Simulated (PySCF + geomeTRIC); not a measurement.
A geometry relaxed with PBE0-D3(BJ)/def2-TZVP (PySCF + geomeTRIC), charge 0, multiplicity 1:

```xyz
6

H     -0.5330     1.5175     0.0777
H     -1.0088    -0.4656    -1.2016
O      1.1922    -0.4209     0.1755
H      1.7963    -0.1252    -0.5060
H     -1.0711    -0.5556     1.2263
Si    -0.3865     0.0360     0.0546
```

### Question
Write the SMILES of this molecule.

### Answer
`O[SiH3]`
